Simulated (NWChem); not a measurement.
System: C₂H₂Br₂; SMILES Br/C=C\Br

Input file for NWChem:

```
start job
memory heap 200 mb stack 900 mb global 1100 mb
geometry units angstroms noautosym nocenter noautoz
  Br    -1.785379     0.000000     0.263603
  C     -0.664852     0.000000    -1.261570
  C      0.664852     0.000000    -1.261570
  Br     1.785379     0.000000     0.263603
  H     -1.215252     0.000000    -2.195718
  H      1.215252     0.000000    -2.195718
end
basis spherical
  * library def2-svp
end
dft
  xc xpbe96 cpbe96
  iterations 150
end
cosmo
  do_cosmo_smd true
  solvent water
end
task dft energy
```

Coordinates come from a B3LYP/6-31G* (spherical d) optimisation. Solvent: water.

Level: PBE/def2-SVP with SMD (1 M gas to 1 M solution), gas-phase geometry.

Q: Predict the main results of this run. (PBE/def2-SVP, SMD on the gas-phase geometry.) Quantities: solvation free energy (kcal/mol); cavity-dispersion-structure term (kcal/mol); dipole in solution (D).

A: 
| Quantity | Result |
|---|---|
| solvation free energy (kcal/mol) | -1.2 |
| cavity-dispersion-structure term (kcal/mol) | 1.1 |
| dipole in solution (D) | 2.04 |
